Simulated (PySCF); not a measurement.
# C₆ coefficients of unlike pairs at PBE

Calculated with PySCF 2.14 from the dipole response of each species, C₆(A,B) = (3/π) ∫ α_A(iu) α_B(iu) du, in atomic units, from isotropic polarisabilities. For ions this is the dispersion term alone; charge-induced terms of lower order in 1/R come first.

```tsv
species	configuration	basis	relativity	α (bohr³)	C₆ (like pair)
As⁺	[Ar] 3d10 4s2 4p2 (3P)	x2c-QZVPPall with one added diffuse shell each of s, p, d, f type (12s9p6d5f1g)	spin-free X2C	16.82	102.7
Sc	[Ar] 3d1 4s2 (2D)	aug-cc-pVTZ with one added diffuse shell each of s, p, d, f, g type (9s8p6d4f3g)	none	126.6	1552
S	[Ne] 3s2 3p4 (3P)	aug-cc-pV(T+d)Z with one added diffuse shell each of s, p, d, f type (7s6p5d3f)	none	21.09	145.3
Rh²⁺	[Kr] 4d7 (4F)	aug-cc-pwCVTZ-DK (11s10p8d4f3g)	spin-free X2C	7.642	40.94
```

Problem. Estimate C₆ for Rh²⁺ with As⁺.

Solution. The integral gives 61.39. The combination rule 2 C_A C_B / (C_A α_B/α_A + C_B α_A/α_B) gives 61.49 and the geometric mean 64.84.

No spin-orbit coupling is included.

The other pairs:

| pair | C₆ |
| --- | --- |
| Rh²⁺, Sc | 174.5 |
| S, Sc | 409.8 |
| Sc, As⁺ | 336.5 |
| Rh²⁺, S | 71.63 |
| S, As⁺ | 121.9 |
